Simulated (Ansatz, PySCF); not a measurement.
C₂H₅BN₂, SMILES N1=CB(C1)N.

Coordinates come from a PBE0-D3(BJ)/def2-SVP optimisation. The structure was generated by enumeration, and PubChem lists no compound with its InChIKey, so it may never have been made. The values are those of a single conformer.

Vertical ionisation energy (IE) and electron affinity (EA) in eV. Rows of orbital energies are one-electron estimates. Where ΔSCF, EOM or ADC give a negative EA the extra electron is unbound and the value depends on the basis.

```csv
level,IE,EA
"−ε(HOMO), −ε(LUMO), CAM-B3LYP/def2-TZVP (PySCF)",8.32,-0.22
"−ε(HOMO), −ε(LUMO), PBE/def2-TZVP (PySCF)",5.38,2.05
"ΔSCF, PBE0/def2-TZVPD (Ansatz), final states of multiplicity 2 and 2",…,…
"ΔSCF, PBE/def2-TZVPD (Ansatz), final states of multiplicity 2 and 2",8.91,-0.43
```

What belongs in the gaps? (An estimate is asked for; the answer gives what the named calculation found.)


- ΔSCF, PBE0/def2-TZVPD (Ansatz, an electronic-structure program), final states of multiplicity 2 and 2, IE: 9.02
- ΔSCF, PBE0/def2-TZVPD (Ansatz), final states of multiplicity 2 and 2, EA: -0.59

What vertical singlet–triplet gap does ΔSCF give with PBE0/def2-TZVPD (Ansatz) and with PBE/def2-TZVPD (Ansatz)? (An estimate is asked for; the answer gives what the named calculation found.)

3.04 and 3.00 eV (triplet above singlet where positive).
